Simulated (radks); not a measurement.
Results of a calculation; reference values are marked as such.
Question: Radial electron density D(r) = 4 pi r^2 rho(r) of an atom or ion with 59 electrons. Code: a radial shooting solver on a logarithmic mesh with Libxc functionals. Model: scalar-relativistic Kohn-Sham, LDA (Slater exchange, Perdew-Wang correlation), spin-polarised, spherical densities, finite nucleus; Fermi nuclear charge, rms radius of each element as measured or else 0.836 A^(1/3) + 0.57 fm.

| r (bohr) | D(r) (e/bohr) | spin D(r) |
|---|---|---|
| 0.00102 | 3.056 | 0.000113 |
| 0.001226 | 4.159 | 0.000153 |
| 0.001473 | 5.630 | 0.000206 |
| 0.001771 | 7.577 | 0.000277 |
| 0.002129 | 10.12 | 0.000368 |
| 0.002579 | 13.57 | 0.000490 |
| 0.0031 | 17.79 | 0.000637 |
| 0.003727 | 23.02 | 0.000816 |
| 0.00448 | 29.36 | 0.00102 |
| 0.005385 | 36.78 | 0.00126 |
| 0.006472 | 45.09 | 0.00149 |
| 0.00778 | 53.91 | 0.00171 |
| 0.009352 | 62.54 | 0.00185 |
| 0.01124 | 70.07 | 0.00187 |
| 0.01351 | 75.43 | 0.00171 |
| 0.01637 | 77.76 | 0.00128 |
| 0.01968 | 76.63 | 0.000651 |
| 0.02365 | 73.10 | -0.0000855 |
| 0.02843 | 69.40 | -0.000688 |
| 0.03418 | 68.62 | -0.000840 |
| 0.04108 | 73.28 | -0.000315 |
| 0.04938 | 83.38 | 0.000726 |
| 0.05936 | 95.14 | 0.00150 |
| 0.07135 | 102.1 | 0.000849 |
| 0.08576 | 99.19 | -0.00160 |
| 0.1031 | 87.99 | -0.00319 |
| 0.1249 | 76.99 | 0.00476 |
| 0.1501 | 76.46 | 0.0365 |
| 0.1805 | 84.51 | 0.113 |
| 0.2169 | 88.25 | 0.261 |
| 0.2607 | 76.29 | 0.517 |
| 0.3134 | 53.20 | 0.915 |
| 0.3767 | 35.85 | 1.46 |
| 0.4528 | 33.61 | 2.06 |
| 0.5443 | 38.27 | 2.56 |
| 0.6543 | 36.83 | 2.82 |
| 0.7928 | 26.92 | 2.78 |
| 0.9529 | 16.93 | 2.51 |
| 1.145 | 11.37 | 2.08 |
| 1.377 | 9.043 | 1.54 |
| 1.655 | 7.149 | 1.01 |
| 1.989 | 4.803 | 0.623 |
| 2.391 | 2.664 | 0.446 |
| 2.874 | 1.314 | 0.416 |
| 3.455 | 0.6907 | 0.418 |
| 4.153 | 0.4352 | 0.375 |
| 4.992 | 0.2853 | 0.276 |
| 6.048 | 0.1580 | 0.157 |
| 7.27 | 0.07336 | 0.0733 |
| 8.739 | 0.03043 | 0.0304 |
| 10.5 | 0.01442 | 0.0144 |
| 12.63 | 0.009681 | 0.00968 |
| 15.18 | 0.008698 | 0.00870 |
| 18.24 | 0.009116 | 0.00912 |
| 21.93 | 0.009839 | 0.00984 |
| 26.36 | 0.009441 | 0.00944 |
| 31.68 | 0.006838 | 0.00684 |
| 38.39 | 0.003070 | 0.00307 |
| 46.14 | 0.0008172 | 0.000817 |
| 55.47 | 0.0001205 | 0.000120 |

What is the nuclear charge?

Answer: Z = 59. The innermost maximum, from 1s, lies near gamma/Z bohr with gamma = sqrt(1 - (Z/c)^2) = 0.903, here 0.0153 bohr (found: 0.0168), and its height grows with Z. The density is that of neutral praseodymium in [Xe] 4f4 6s1; the configuration itself is not fixed sharply by these data, and Z only to a few units. D(r) has 5 maxima, at r = 0.0168, 0.0743, 0.208, 0.580, 23.2 bohr, and minima at 0.0323, 0.137, 0.425, 15.4 bohr, inside which lie 1.96, 11.13, 29.13, 58.80 electrons.
